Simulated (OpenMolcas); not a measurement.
**Pb2+: input and output**

Input:

```
&GATEWAY
Coord
1

Pb 0.0 0.0 0.0
Basis=ANO-RCC-VQZP
Group=XYZ
NoMove
AngMom=0.0 0.0 0.0
AMFI
&SEWARD
* reference wave functions (RASSCF and RASSI steps not shown): 2 electrons in 8 orbitals (6s 6p 7s 7p)
>>> COPY JOB001 $Project.JobIph
&CASPT2
XMultistate=3 1 2 3
Frozen=15 19
IPEA=0.25
Imaginary=0.1
MaxIter=60
WThr=0.0 0.3 0.05
PrWF=0.5
NoMix
>>> COPY JOB002 $Project.JobIph
&CASPT2
XMultistate=7 1 2 3 4 5 6 7
Frozen=15 19
IPEA=0.25
Imaginary=0.1
MaxIter=60
WThr=0.0 0.3 0.05
PrWF=0.5
NoMix
>>> COPY JOB003 $Project.JobIph
&CASPT2
XMultistate=3 1 2 3
Frozen=15 19
IPEA=0.25
Imaginary=0.1
MaxIter=60
WThr=0.0 0.3 0.05
PrWF=0.5
NoMix
...
```

Output, cut to the results:

```
--- CASPT2 ---
Orbital specifications:
      -----------------------

      Symmetry species                           1   2
                                                ag  au
      Frozen orbitals                           15  19
      Inactive orbitals                          5   0
      Active orbitals                            2   6
      Secondary orbitals                        44  27
      Deleted orbitals                           0   0
      Number of basis functions                 66  52
Type of calculation                        XMS-CASPT2
      Fock operator                              state-average
      IPEA shift                                 0.25
      Real shift                                 0.00
      Imaginary shift                            0.10
      The input orbitals will be transformed to quasi-canonical
      The input states will be rotated to diagonalize the Fock operator
Reference energy:      -20860.2831830021
      E2 (Non-variational):      -0.3915600175
      Shift correction:          -0.0002418757
      E2 (Variational):          -0.3918018931
      Total energy:          -20860.6749848953
      Residual norm:              0.0000002381
      Reference weight:           0.92683
      Contributions to the CASPT2 correlation energy
      Active & Virtual Only:         -0.0045134225
      One Inactive Excited:          -0.0840084423
      Two Inactive Excited:          -0.3030381527
Reference energy:      -20860.2831830021
      E2 (Non-variational):      -0.3915497542
      Shift correction:          -0.0002415640
      E2 (Variational):          -0.3917913183
      Total energy:          -20860.6749743204
      Residual norm:              0.0000002376
      Reference weight:           0.92685
      Contributions to the CASPT2 correlation energy
      Active & Virtual Only:         -0.0045031461
      One Inactive Excited:          -0.0840084555
      Two Inactive Excited:          -0.3030381527
::    XMS-CASPT2 Root  1     Total energy: -20860.67498937
::    XMS-CASPT2 Root  2     Total energy: -20860.67498490
::    XMS-CASPT2 Root  3     Total energy: -20860.67497432
--- CASPT2 ---
Orbital specifications:
      -----------------------

      Symmetry species                           1   2
                                                ag  au
      Frozen orbitals                           15  19
      Inactive orbitals                          5   0
      Active orbitals                            2   6
      Secondary orbitals                        44  27
      Deleted orbitals                           0   0
      Number of basis functions                 66  52
Type of calculation                        XMS-CASPT2
      Fock operator                              state-average
      IPEA shift                                 0.25
      Real shift                                 0.00
      Imaginary shift                            0.10
      The input orbitals will be transformed to quasi-canonical
      The input states will be rotated to diagonalize the Fock operator
Reference energy:      -20860.9954018895
      E2 (Non-variational):      -0.4165326931
      Shift correction:          -0.0001974590
      E2 (Variational):          -0.4167301522
      Total energy:          -20861.4121320417
      Residual norm:              0.0000004834
      Reference weight:           0.92624
      Contributions to the CASPT2 correlation energy
      Active & Virtual Only:         -0.0028183804
      One Inactive Excited:          -0.1116632781
      Two Inactive Excited:          -0.3020510347
Reference energy:      -20860.3251644440
      E2 (Non-variational):      -0.3844119991
      Shift correction:          -0.0001782646
      E2 (Variational):          -0.3845902637
      Total energy:          -20860.7097547077
      Residual norm:              0.0000002563
      Reference weight:           0.93350
      Contributions to the CASPT2 correlation energy
      Active & Virtual Only:         -0.0017839137
      One Inactive Excited:          -0.0787706833
      Two Inactive Excited:          -0.3038574021
::    XMS-CASPT2 Root  1     Total energy: -20861.41466236
::    XMS-CASPT2 Root  2     Total energy: -20860.70722496
::    XMS-CASPT2 Root  3     Total energy: -20860.66216159
::    XMS-CASPT2 Root  4     Total energy: -20860.66205806
::    XMS-CASPT2 Root  5     Total energy: -20860.66157086
::    XMS-CASPT2 Root  6     Total energy: -20860.66029034
::    XMS-CASPT2 Root  7     Total energy: -20860.65965071
--- CASPT2 ---
Orbital specifications:
      -----------------------

      Symmetry species                           1   2
                                                ag  au
      Frozen orbitals                           15  19
      Inactive orbitals                          5   0
      Active orbitals                            2   6
      Secondary orbitals                        44  27
      Deleted orbitals                           0   0
      Number of basis functions                 66  52
Type of calculation                        XMS-CASPT2
      Fock operator                              state-average
      IPEA shift                                 0.25
      Real shift                                 0.00
      Imaginary shift                            0.10
      The input orbitals will be transformed to quasi-canonical
      The input states will be rotated to diagonalize the Fock operator
Reference energy:      -20860.6928322318
      E2 (Non-variational):      -0.3878249683
      Shift correction:          -0.0001998605
      E2 (Variational):          -0.3880248289
      Total energy:          -20861.0808570607
      Residual norm:              0.0000003564
      Reference weight:           0.93201
      Contributions to the CASPT2 correlation energy
      Active & Virtual Only:         -0.0037168785
      One Inactive Excited:          -0.0815181894
      Two Inactive Excited:          -0.3025899005
...
```

In XMS-CASPT2 the single-state energies belong to rotated reference states; over a whole degenerate manifold the rotation is arbitrary, and only the multistate roots count.

Levels above the lowest, from the spin-orbit matrix with the multistate effective Hamiltonian, averaged by term, added to it:

```json
{"Configuration": "6s2", "Term": "1S", "J": "0", "E (cm-1)": "0.0", "Measured (cm-1)": "0.0", "Term weight %": "100", "Second": ""}
{"Configuration": "6s 6p", "Term": "3P*", "J": "0", "E (cm-1)": "63480", "Measured (cm-1)": "60397", "Term weight %": "100", "Second": ""}
{"Configuration": "6s 6p", "Term": "3P*", "J": "1", "E (cm-1)": "66920", "Measured (cm-1)": "64391", "Term weight %": "94", "Second": "6 1P*"}
{"Configuration": "6s 6p", "Term": "3P*", "J": "2", "E (cm-1)": "78200", "Measured (cm-1)": "", "Term weight %": "100", "Second": ""}
{"Configuration": "6s 6p", "Term": "1P*", "J": "1", "E (cm-1)": "93210", "Measured (cm-1)": "95340", "Term weight %": "94", "Second": "6 3P*"}
{"Configuration": "6p2", "Term": "3P", "J": "0", "E (cm-1)": "153080", "Measured (cm-1)": "142551", "Term weight %": "98", "Second": ""}
```

Against the 4 measured excited levels shown (Moore, Atomic Energy Levels, vol. III, NSRDS-NBS 35 (1971 reprint of NBS Circular 467, 1958)) the mean absolute deviation is 4600 cm-1; the largest miss in energy is 6p2 3P0: computed 153080, measured 142551 cm-1 (+7.4 %).

CASPT2 does not keep the components of a term degenerate, so their means are used; among the terms shown or strongly mixed into the levels shown the widest spread is 14 cm-1 (6s 6p 3P*). The run also gave levels led by 6s 7s, which use shells meant for correlation; these and all levels above them are left out. The ¹D term of p² mixes with s d, which this space lacks. Spin-orbit splittings of 6p shells tend to come out small when the coupling is added on scalar orbitals. Measured partners are found by configuration, term and J. A level has none where our copy of the source lacks it or the pairing is in doubt (some pairs that miss far off the trend of their configuration count as doubtful), and it then counts in no deviation. Only configurations of the active space appear. The first state left out of the spin-orbit step lies near 210000 cm-1 above the lowest spin-free state of the reference (among the parities and spins computed), and the list stops at four fifths of that energy or lower.

The term weight is that of the spin-free term in the level, not the purity of its configuration. * marks odd parity.
